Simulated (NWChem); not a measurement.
The numbers come from NWChem runs, not from measurements. System: H2, charge 0, spin multiplicity 1, at a geometry optimised with PBE/def2-SVP. The structure started from a generated list of species. Level: MP2/def2-QZVP, no orbitals frozen.

Job file:

```
start mol
memory heap 200 mb stack 900 mb global 1100 mb
geometry units angstroms nocenter noautoz
  H      0.000000     0.000000     0.384168
  H      0.000000     0.000000    -0.384168
  symmetry group D2h
end
basis spherical
  * library def2-qzvp
end
scf
  rhf
  nopen 0
  maxiter 100
  thresh 1e-7
  semidirect memsize 60000000 filesize 0
end
mp2
end
task mp2 energy
```

Part of the output:

```
             Northwest Computational Chemistry Package (NWChem) 7.3.0
             --------------------------------------------------------

                                NWChem Input Module
                                -------------------

 Scaling coordinates for geometry "geometry" by  1.889725989
 (inverse scale =  0.529177249)

 Turning off AUTOSYM since
 SYMMETRY directive was detected!

                             Geometry "geometry" -> ""
                             -------------------------

 Output coordinates in angstroms (scale by  1.889725989 to convert to a.u.)

  No.       Tag          Charge          X              Y              Z
 ---- ---------------- ---------- -------------- -------------- --------------
    1 H                    1.0000     0.00000000     0.00000000     0.38416800
    2 H                    1.0000     0.00000000     0.00000000    -0.38416800

 Effective nuclear repulsion energy (a.u.)       0.6887315562

            Nuclear Dipole moment (a.u.)
            ----------------------------
        X                 Y               Z
 ---------------- ---------------- ----------------
     0.0000000000     0.0000000000     0.0000000000

      Symmetry information
      --------------------

 Group name             D2h
 Group number             26
 Group order               8
 No. of unique centers     1

      Symmetry unique atoms

     1


 Summary of "ao basis" -> "" (spherical)
 ------------------------------------------------------------------------------
       Tag                 Description            Shells   Functions and Types
 ---------------- ------------------------------  ------  ---------------------
 *                         def2-qzvp                  on all atoms

 Summary of "ao basis" -> "ao basis" (spherical)
 ------------------------------------------------------------------------------
       Tag                 Description            Shells   Functions and Types
 ---------------- ------------------------------  ------  ---------------------
 H                         def2-qzvp                10       30   4s3p2d1f
[...]
     1   1 0 0     -0.000000      0.000000      0.000000
     1   0 1 0     -0.000000      0.000000      0.000000
     1   0 0 1      0.000000      0.000000      0.000000

     2   2 0 0     -1.584770      0.000000      0.000000
     2   1 1 0      0.000000      0.000000      0.000000
     2   1 0 1     -0.000000      0.000000      0.000000
     2   0 2 0     -1.584770      0.000000      0.000000
     2   0 1 1      0.000000      0.000000      0.000000
     2   0 0 2     -1.069875      0.000000      1.054071

                   NWChem MP2 Semi-direct Energy/Gradient Module
                   ---------------------------------------------

  Basis functions       =     60
  Molecular orbitals    =     60
  Frozen core           =      0
  Frozen virtuals       =      0
  Active alpha occupied =      1
  Active beta occupied  =      1
  Active alpha virtual  =     59
  Active beta virtual   =     59
  Use MO symmetry       = T
  Use skeleton AO sym   = T

  AO/Fock/Back tols     =   1.0D-09  1.0D-09  1.0D-09

 GA uses MA = F    GA memory limited = T

 Available:
  local mem=  1.26D+08
 global mem=  1.44D+08
 local disk=  0.00D+00
  mp2_memr nvloc                    59
  nvloc new                    59
   1 passes of   1:        4194304                      10292                    373327.
   1 passes of   1: M    126154640           G      144172000           F     121960336.

 Semi-direct pass number   1 of   1  for RHF alpha+beta  at        0.1s
  vrange nnbf                  1830
  mp2_eaftype                    10  avail_ma_in_mb                  1099
 EAF : mp2_eaftype filesize          10     186663.
  mp2_eaf for mointskh                     10
Node 0 wrote      0.9 Mb in      0.0 s     Agg I/O rate:  2341.7 Mb/s
 Done moints_semi at        0.3s
  mp2_eaftype                    10  avail_ma_in_mb                  1089
 EAF : mp2_eaftype filesize          10     186663.
  mp2_eaf for kh                    10
 Done maket at        0.3s
 Done multipass loop at        0.3s

          -------------------------------------------
          SCF energy                  -1.132787938068
          Correlation energy          -0.033185614676
          Singlet pairs               -0.033185614676
          Triplet pairs                0.000000000000
          Total MP2 energy            -1.165973552744
          -------------------------------------------

          ---------------------------------------------------
                    Spin Component Scaled (SCS) MP2
          Same spin pairs                      0.000000000000
          Same spin scaling factor             0.333333333333
          Opposite spin pairs                 -0.033185614676
          Opposite spin scaling fact.          1.200000000000
          SCS-MP2 correlation energy          -0.039822737612
          Total SCS-MP2 energy                -1.172610675679
          ---------------------------------------------------

 -----------------------
 Performance information
 -----------------------

 Timer overhead =  9.55D-08 seconds/call

               Nr. of calls         CPU time (s)                 Wall time (s)                GFlops
             ---------------    -------------------     ------------------------------   -------------------
Name         Min   Avg   Max    Min     Avg     Max     Min     Avg     Max   Mx/calls   Min     Max     Sum
mp2: moin     1     1     1   0.12    0.12    0.12     0.12    0.12    0.12    0.12      0.0     0.0     0.0
mp2: make     1     1     1   1.12E-3 1.12E-3 1.12E-3  1.12E-3 1.12E-3 1.12E-3 1.12E-3   0.0     0.0     0.0
mp2: tota     1     1     1   0.14    0.14    0.14     0.14    0.14    0.14    0.14      0.0     0.0     0.0

 The average no. of pstat calls per process was 3.00D+00
 with a timing overhead of 2.86D-07s

 Task  times  cpu:        0.2s     wall:        0.2s

 Total times  cpu:        0.3s     wall:        0.3s
```
